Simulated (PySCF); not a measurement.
# Computed vibrations of Nd(NH2)3

Nd(NH2)3 (singlet in the valence; each metal's 4f electrons, 3 of them, lie in its core potential, out of spins and levels). PySCF 2.14.0, RKS B3LYP, Nd lcecp-1-SVP with ECP49, N def2-SVP, H def2-SVP; non-relativistic Hamiltonian with scalar-relativistic core potentials where named; density fitting; no spin-orbit coupling. Central differences of gradients.

```xyz
10

Nd    0.0000    0.0000    0.0000
N     2.2818    0.0000    0.0000
H     2.9129   -0.0001    0.8063
H     2.9129   -0.0001   -0.8063
N    -1.1409    1.9761    0.0000
H    -1.4564    2.5227    0.8063
H    -1.4564    2.5227   -0.8063
N    -1.1409   -1.9761    0.0000
H    -1.4565   -2.5227    0.8063
H    -1.4565   -2.5227   -0.8063
```

Run from Python with OMP_NUM_THREADS=2. Where DIIS fails, smearing, a level shift and second-order steps follow.
It took 78 s on 2 threads of Arm Neoverse V1, with other jobs on the host.

Task: What are the harmonic wavenumbers and infrared intensities?

Result: Modes are labelled in D3h; negative numbers are unstable modes, those under 60 cm⁻¹ near the noise; a finer grid moves soft modes by up to 10 cm⁻¹.
```json
{"cm⁻¹": "-482", "km/mol": "–", "symmetry": "e''"}
{"cm⁻¹": "-482", "km/mol": "–", "symmetry": "e''"}
{"cm⁻¹": "-442", "km/mol": "–", "symmetry": "a1''"}
{"cm⁻¹": "-118", "km/mol": "–", "symmetry": "a2''"}
{"cm⁻¹": "113", "km/mol": "0.2", "symmetry": "e'"}
{"cm⁻¹": "113", "km/mol": "0.2", "symmetry": "e'"}
{"cm⁻¹": "261", "km/mol": "0.0", "symmetry": "e''"}
{"cm⁻¹": "261", "km/mol": "0.0", "symmetry": "e''"}
{"cm⁻¹": "263", "km/mol": "141.4", "symmetry": "a2''"}
{"cm⁻¹": "371", "km/mol": "0.0", "symmetry": "a2'"}
{"cm⁻¹": "415", "km/mol": "280.0", "symmetry": "e'"}
{"cm⁻¹": "415", "km/mol": "280.0", "symmetry": "e'"}
{"cm⁻¹": "484", "km/mol": "199.2", "symmetry": "e'"}
{"cm⁻¹": "484", "km/mol": "199.2", "symmetry": "e'"}
{"cm⁻¹": "510", "km/mol": "0.0", "symmetry": "a1'"}
{"cm⁻¹": "1520", "km/mol": "22.6", "symmetry": "e'"}
{"cm⁻¹": "1520", "km/mol": "22.6", "symmetry": "e'"}
{"cm⁻¹": "1521", "km/mol": "0.0", "symmetry": "a1'"}
{"cm⁻¹": "3470", "km/mol": "5.8", "symmetry": "e'"}
{"cm⁻¹": "3470", "km/mol": "5.8", "symmetry": "e'"}
{"cm⁻¹": "3471", "km/mol": "0.0", "symmetry": "a1'"}
{"cm⁻¹": "3536", "km/mol": "0.0", "symmetry": "e''"}
{"cm⁻¹": "3536", "km/mol": "0.0", "symmetry": "e''"}
{"cm⁻¹": "3536", "km/mol": "0.4", "symmetry": "a2''"}
```

Task: Is this a minimum?

Result: No: 4 unstable; the lowest moves the atoms so:
```
Nd   0.00  0.00  0.00
N    0.00  0.00  0.02
H    0.03  0.44  0.00
H   -0.03 -0.44  0.00
N    0.00  0.00  0.01
H    0.46  0.28  0.00
H   -0.46 -0.28  0.00
N    0.00  0.00 -0.03
H    0.12 -0.01  0.00
H   -0.12  0.01  0.00
```

An lcecp potential fixes the number of 4f electrons, so in runs with it no electron can move into or out of that shell.
